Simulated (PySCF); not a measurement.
**Electron correlation in Ca⁻ (calcium, charge -1)**

[Ar] 3d1 4s2, 2D determinant. Calculation: PySCF 2.14, in def2-TZVPPD (6s5p3d, 36 functions); no relativity, point nucleus. Frozen: [Ar]; 3 electrons correlated.

```tsv
level	correlation energy (mhartree)
CCSD	-50.67
(T)	-7.18
CCSD(T)	-57.85
CCSDT	-62.35
FCI	-62.35
```

Diagnostics: T1 = 0.052, D1 = 0.0971, largest double amplitude 0.446, weight of the Hartree-Fock determinant in FCI 0.4055 (9477 determinants).

The configuration of this anion was assumed by filling the next shell in order. It is not the known or likely ground configuration (Ca⁻, Sr⁻ and Ba⁻, for instance, bind a p electron), so these values are not the electron affinity of the element. T1 exceeds 0.03, a sign that the reference determinant is poor. A double-excitation amplitude exceeds 0.15, a sign of near-degeneracy.

Cost of the coupled-cluster step: of the order of 0.8 core-seconds, for 3 correlated electrons.

Iterations:

```
CC2 = 0
CCSD nocc = (np.int64(2), np.int64(1)), nmo = (27, 27)
frozen orbitals [[0, 1, 2, 3, 4, 5, 6, 7, 8], [0, 1, 2, 3, 4, 5, 6, 7, 8]]
max_cycle = 100
direct = 0
conv_tol = 1e-08
conv_tol_normt = 1e-06
diis_space = 8
diis_start_cycle = 0
Init t2, MP2 energy = -0.0231159978245824
Init E_corr(UCCSD) = -0.0231159978249307
cycle = 1  E_corr(UCCSD) = -0.0322072782689235  dE = -0.00909128044  norm(t1,t2) = 0.121958
cycle = 2  E_corr(UCCSD) = -0.0368883539186733  dE = -0.00468107565  norm(t1,t2) = 0.0876742
cycle = 3  E_corr(UCCSD) = -0.0455488904675229  dE = -0.00866053655  norm(t1,t2) = 0.0713507
cycle = 4  E_corr(UCCSD) = -0.0479290137238694  dE = -0.00238012326  norm(t1,t2) = 0.0412723
cycle = 5  E_corr(UCCSD) = -0.0527260623219854  dE = -0.0047970486  norm(t1,t2) = 0.0203003
cycle = 6  E_corr(UCCSD) = -0.0499332928953719  dE = 0.00279276943  norm(t1,t2) = 0.0150518
cycle = 7  E_corr(UCCSD) = -0.050732560214342  dE = -0.000799267319  norm(t1,t2) = 0.00573619
cycle = 8  E_corr(UCCSD) = -0.0507042234323293  dE = 2.8336782e-05  norm(t1,t2) = 0.00142409
cycle = 9  E_corr(UCCSD) = -0.0506718824681905  dE = 3.23409641e-05  norm(t1,t2) = 0.000494628
cycle = 10  E_corr(UCCSD) = -0.05067153961122  dE = 3.42856971e-07  norm(t1,t2) = 0.000101829
cycle = 11  E_corr(UCCSD) = -0.0506692646545259  dE = 2.27495669e-06  norm(t1,t2) = 4.11326e-05
cycle = 12  E_corr(UCCSD) = -0.0506684624620297  dE = 8.02192496e-07  norm(t1,t2) = 1.29925e-05
cycle = 13  E_corr(UCCSD) = -0.0506685950042931  dE = -1.32542263e-07  norm(t1,t2) = 4.09326e-06
cycle = 14  E_corr(UCCSD) = -0.0506686002240681  dE = -5.21977499e-09  norm(t1,t2) = 1.17563e-06
cycle = 15  E_corr(UCCSD) = -0.0506685817857783  dE = 1.84382898e-08  norm(t1,t2) = 5.28444e-07
cycle = 16  E_corr(UCCSD) = -0.0506685788870727  dE = 2.89870561e-09  norm(t1,t2) = 2.17785e-07
UCCSD converged
E(UCCSD) = -676.6965954237687  E_corr = -0.05066857888707269
UCCSD(T) correction = -0.00718022615610923
```
